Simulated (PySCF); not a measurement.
C8H13Cl.
Numbering: `[Cl:1]/[C:2]1=[CH:3]\[CH2:4][CH2:5][CH2:6][CH2:7][CH2:8][CH2:9]1` (hydrogens: H10 on C3; H11, H12 on C4; H13, H14 on C5; H15, H16 on C6; H17, H18 on C7; H19, H20 on C8; H21, H22 on C9)

Method: PBE0-D3(BJ)/def2-SVP geometry optimisation, gas phase in PySCF 2.14.0; density fitting, grid level 2; the optimiser is geomeTRIC in internal coordinates, started from a GFN2-xTB structure.

Step 0: E = -21006.4986 eV
```
atom  x, y, z in Å  |  force x, y, z in eV/Å
Cl1     0.2221    2.2243   -1.2622   -0.011  -0.059  -0.236
C2      0.2025    1.8615    0.4405   -0.383   0.636   0.214
C3      1.2681    1.3758    1.0660    0.798   0.136  -0.405
C4      2.3581    0.6239    0.3945   -0.413  -0.285   0.324
C5      1.8725   -0.8452    0.4442   -0.216   0.351  -0.422
C6      0.4200   -1.0467   -0.0266    0.251  -0.053   0.640
C7     -0.6914   -0.7635    1.0157   -0.192   0.251  -0.644
C8     -1.6721    0.3758    0.6850    0.309   0.005   0.489
C9     -1.1576    1.7922    1.0379    0.133  -0.525  -0.503
H10     1.1972    1.2431    2.1367   -0.217  -0.095   0.491
H11     3.3178    0.7137    0.9041    0.347   0.059   0.112
H12     2.4748    0.9393   -0.6414    0.069   0.148  -0.317
H13     1.9697   -1.2181    1.4663    0.094  -0.208   0.326
H14     2.5310   -1.4448   -0.1887    0.268  -0.249  -0.101
H15     0.3318   -2.0921   -0.3318   -0.042  -0.265  -0.164
H16     0.2534   -0.4465   -0.9201   -0.080   0.130  -0.395
H17    -0.2450   -0.5756    1.9923    0.116  -0.034   0.423
H18    -1.2918   -1.6707    1.1162   -0.155  -0.258   0.132
H19    -1.9061    0.3439   -0.3803   -0.173  -0.005  -0.351
H20    -2.6018    0.2071    1.2329   -0.371  -0.047   0.077
H21    -1.0951    1.9017    2.1209    0.057   0.054   0.369
H22    -1.8392    2.5441    0.6412   -0.190   0.312  -0.057
```

Step 1: E = -21006.5737 eV
```
atom  x, y, z in Å  |  force x, y, z in eV/Å
Cl1     0.2133    2.2057   -1.2818   -0.007   0.029  -0.019
C2      0.2105    1.9105    0.4454    0.082  -0.102  -0.041
C3      1.2915    1.4151    1.0598   -0.088   0.057   0.136
C4      2.3632    0.6325    0.3986    0.100   0.024  -0.070
C5      1.8788   -0.8357    0.4381    0.035  -0.058   0.059
C6      0.4271   -1.0671   -0.0151   -0.036   0.007  -0.114
C7     -0.7127   -0.7739    0.9976    0.034  -0.025   0.097
C8     -1.6759    0.3833    0.6911   -0.057  -0.006  -0.078
C9     -1.1493    1.7928    1.0374   -0.050   0.092   0.074
H10     1.1750    1.2642    2.1417    0.005   0.010  -0.067
H11     3.3404    0.7195    0.9015   -0.036  -0.005  -0.022
H12     2.4906    0.9597   -0.6456   -0.006  -0.016   0.048
H13     1.9947   -1.2261    1.4671    0.007   0.019  -0.054
H14     2.5546   -1.4422   -0.1900   -0.021   0.021   0.020
H15     0.3518   -2.1280   -0.3062    0.011   0.024   0.022
H16     0.2480   -0.5014   -0.9464    0.012  -0.053   0.038
H17    -0.2822   -0.6287    2.0063   -0.044  -0.030  -0.041
H18    -1.3308   -1.6833    1.0836    0.013   0.031  -0.010
H19    -1.9363    0.3588   -0.3827    0.004   0.007   0.058
H20    -2.6216    0.2238    1.2370    0.029   0.008  -0.009
H21    -1.0693    1.8965    2.1337    0.002  -0.004  -0.055
H22    -1.8424    2.5672    0.6720    0.008  -0.029   0.028
```

Task: Estimate the geometry and energy of step 2. (The exact step hangs on the optimiser's Hessian estimate; all steps are aligned on step 1, rigid shifts and turns removed.)

Result: E = -21006.5750 eV, largest force 0.066 eV/Å
```
atom  x, y, z in Å  |  force x, y, z in eV/Å
Cl1     0.2056    2.2197   -1.2842    0.046  -0.033   0.035
C2      0.2121    1.9066    0.4407   -0.052   0.012   0.023
C3      1.2909    1.4161    1.0617    0.003   0.011  -0.056
C4      2.3639    0.6333    0.3982    0.023  -0.004   0.005
C5      1.8802   -0.8363    0.4398   -0.001   0.004   0.010
C6      0.4279   -1.0708   -0.0153   -0.003   0.018  -0.007
C7     -0.7141   -0.7755    0.9964    0.015   0.010   0.009
C8     -1.6766    0.3844    0.6898    0.000   0.000  -0.011
C9     -1.1474    1.7935    1.0377   -0.012   0.025   0.012
H10     1.1721    1.2660    2.1415   -0.004  -0.005  -0.014
H11     3.3405    0.7210    0.8996    0.002  -0.004  -0.003
H12     2.4902    0.9595   -0.6449   -0.008   0.003   0.000
H13     1.9976   -1.2240    1.4679   -0.001  -0.001  -0.005
H14     2.5562   -1.4426   -0.1864    0.001   0.002  -0.004
H15     0.3549   -2.1322   -0.3015    0.007  -0.005   0.017
H16     0.2506   -0.5112   -0.9485   -0.004  -0.008  -0.006
H17    -0.2882   -0.6336    2.0056   -0.009  -0.015   0.001
H18    -1.3337   -1.6829    1.0800   -0.007   0.002  -0.016
H19    -1.9391    0.3627   -0.3817    0.001  -0.003   0.004
H20    -2.6207    0.2260    1.2370    0.002   0.000   0.005
H21    -1.0629    1.8950    2.1322    0.004  -0.005  -0.003
H22    -1.8410    2.5685    0.6775   -0.003  -0.003   0.005
```

The energy changes by -0.0013 eV. The first-order estimate −F·Δx gives -0.0033 eV and the mean of the old and new forces, exact on a quadratic surface, -0.0012 eV. The step makes an angle of 72° with the force vector and moves no atom by more than 0.016 Å.

What follows is the cost of the whole optimisation. The run took 2.6 min wall on Intel Xeon Platinum 8488C, one thread (shared host), and the process peaked at 0.90 GiB of memory.
